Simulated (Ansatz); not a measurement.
`[NH2][Y]([OH])[F]` and `[OH][Y]([F])[F]` differ in one atom or group.

Ansatz, PBE0-D4/def2-TZVP geometries, multiplicity 1. Each molecule was computed in one conformer, which needn't be the lowest.

Elements past krypton have def2 core potentials.

| property | `[NH2][Y]([OH])[F]` |
| --- | --- |
| HOMO–LUMO gap (PBE/def2-TZVPP) / eV | 3.20 |
| HOMO–LUMO gap (ωB97M-V/def2-TZVPP) / eV | 8.86 |
| HOMO energy (PBE0/def2-TZVPP) / eV | -6.83 |
| HOMO–LUMO gap (PBE0/def2-TZVPP) / eV | 5.27 |
| LUMO energy (PBE/def2-TZVPP) / eV | -2.31 |
| HOMO–LUMO gap (B3LYP/def2-TZVPP) / eV | 4.69 |

Q: Give the same properties after the change, and the shifts. (Estimate.)

A: The calculation gave: 
```tsv
property	`[OH][Y]([F])[F]`	shift
HOMO–LUMO gap (PBE/def2-TZVPP) / eV	4.37	1.17
HOMO–LUMO gap (ωB97M-V/def2-TZVPP) / eV	10.61	1.75
HOMO energy (PBE0/def2-TZVPP) / eV	-8.83	-2.00
HOMO–LUMO gap (PBE0/def2-TZVPP) / eV	6.83	1.56
LUMO energy (PBE/def2-TZVPP) / eV	-2.76	-0.45
HOMO–LUMO gap (B3LYP/def2-TZVPP) / eV	6.20	1.51
```

With PBE0 the HOMO falls by 2.00 eV and the LUMO falls by 0.44 eV, so the gap widens by about 1.56 eV. PBE moves the HOMO by -1.62 eV and ωB97M-V by -2.16 eV. The zero-point energy changes by -59.7 kJ/mol with -6 modes.

B3LYP here is the variant with VWN-RPA as its local correlation; programs differ in this.
